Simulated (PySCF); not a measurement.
SiHCl, SMILES Cl[SiH] (connectivity only; charge and spin as stated), neutral, multiplicity 1. Atoms are numbered in the order given.

```xyz
3

Si     0.1114     1.1050     0.0000
H     -1.4186     1.3137     0.0000
Cl    -0.0083    -0.9873     0.0000
```
Charge 0, spin multiplicity 1.

Geometry: PBE-D3(BJ)/def2-TZVP. The isomer is the one that the SMILES or the coordinates give; other isomers of the formula were not compared.

Lowest vertical singlet excitation by several levels in PySCF, with rough processor times relative to the cheapest run on one machine. Each run also gave further roots (ADC and EOM-CCSD ionised and attached states too); roots are paired by order and the bases differ. EOM-CCSD serves as a yardstick, not as the true value; all levels that ended soundly for this molecule are listed, with differences from unrounded values.

```csv
level,relative cost
TDA-PBE/def2-TZVPD,1
EOM-CCSD/aug-cc-pVDZ,2
TDA-PBE0/def2-TZVPD,2
ADC(2)/aug-cc-pVDZ,3
```

### Question
Give S1 at each level and its distance from EOM-CCSD. (An estimate is asked for; the answer gives what the named calculation found.)

### Answer

```json
[
 {"level": "TDA-PBE/def2-TZVPD", "S1 (eV)": "2.65", "S1 minus EOM-CCSD (eV)": "-0.20"},
 {"level": "EOM-CCSD/aug-cc-pVDZ", "S1 (eV)": "2.84", "S1 minus EOM-CCSD (eV)": "0.00"},
 {"level": "TDA-PBE0/def2-TZVPD", "S1 (eV)": "2.78", "S1 minus EOM-CCSD (eV)": "-0.06"},
 {"level": "ADC(2)/aug-cc-pVDZ", "S1 (eV)": "2.83", "S1 minus EOM-CCSD (eV)": "-0.01"}
]
```
